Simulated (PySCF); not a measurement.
C₄H₉GeNSi.
Geometry (PBE0-D3(BJ)/def2-SVP, Å), atoms numbered from 1 in this order:
```
atom  x, y, z in Å
C1     3.685    0.573    0.019
N2     2.581   -0.077    0.665
C3     1.560   -0.389   -0.021
Si4    0.105   -1.255    0.814
C5    -1.443   -0.386    0.336
C6    -2.445    0.226   -0.011
Ge7   -4.010    1.171   -0.537
H8     3.535    0.747   -1.066
H9     3.875    1.539    0.515
H10    4.596   -0.030    0.164
H11    1.510   -0.163   -1.113
H12    0.012   -2.666    0.328
H13    0.278   -1.233    2.291
H14   -4.530    0.572   -1.852
H15   -5.067    1.028    0.567
H16   -3.649    2.650   -0.736
```

Computed with PySCF at CAM-B3LYP/def2-SVPD, non-relativistic, on one gas-phase PBE0-D3(BJ)/def2-SVP geometry that isn't relaxed in the solvent. The solvent is an IEF-PCM continuum (Bondi radii, 1.10 Å for H, scaled by 1.2). Only the electrostatic response of the medium enters. Spin–orbit coupling is left out although an atom past zinc is present.

Gas phase at CAM-B3LYP/def2-SVPD: HOMO -8.58 eV, LUMO 0.14 eV, dipole 1.70 D.

**Question.** What does the continuum do to the energy, the frontier levels and the dipole at CAM-B3LYP/def2-SVPD in methanol and acetonitrile?

**Answer.** 
| solvent | ε | E(solvent) − E(gas) (kcal/mol) | polarisation term (kcal/mol) | distortion of the solute (kcal/mol) | HOMO (eV) | LUMO (eV) | dipole (D) |
| --- | --- | --- | --- | --- | --- | --- | --- |
| methanol | 32.61 | -3.83 | -4.59 | 0.76 | -8.66 | 0.12 | 2.47 |
| acetonitrile | 35.69 | -3.85 | -4.62 | 0.77 | -8.66 | 0.12 | 2.47 |

The polarisation term is half the interaction of the solute with the surface charges that it induces; the rest is the cost of distorting the solute's density. The sum is the electrostatic part of solvation alone. From methanol to acetonitrile the lowering changes by a factor 1.01, Onsager's factor (ε − 1)/(2ε + 1) by 1.00 and ε itself by 1.1.

**Question.** Which radius a makes the point-dipole formula ΔE = −[(ε − 1)/(2ε + 1)]·μ²/a³ give the value in acetonitrile, with the gas-phase dipole?

**Answer.** μ = 0.668 au and |ΔE| = 0.00613 Eh give a = 1.73 Å; the farthest nucleus lies 5.21 Å from the centroid of the nuclei, so such a sphere wouldn't even hold the nuclei. The formula assumes a rigid point dipole at the centre of a sphere.

**Question.** Give the dipole vector in the frame of the coordinates (D, pointing from negative to positive charge), gas and acetonitrile.

**Answer.** Gas (-0.05, 0.72, -1.53), solvent (-0.23, 0.94, -2.28). Its length changes by +46 % and its direction by 4°.

**Question.** How does the static polarisability (CAM-B3LYP/def2-SVPD, frozen core, with the continuum's full static response) change?

**Answer.** 
| medium | isotropic (au) | principal values (au) | ⟨r²⟩ of the electrons (bohr²) |
| --- | --- | --- | --- |
| gas | 118.4 | 90.4, 103.8, 161.0 | 3062.2 |
| methanol | 154.9 | 126.6, 139.7, 198.3 | 3060.5 |
| acetonitrile | 155.1 | 126.8, 139.9, 198.4 | 3060.5 |

The isotropic value in acetonitrile is 1.31 times the gas-phase one; no cavity-field correction is applied. ⟨r²⟩ is taken about the centre of nuclear charge.

Hardware: one thread, Arm Neoverse V1 (aarch64), on a shared host. Cost: 53 s of wall time, 1.3 GiB resident at most. This is the whole response run at CAM-B3LYP/def2-SVPD in acetonitrile, SCF included.
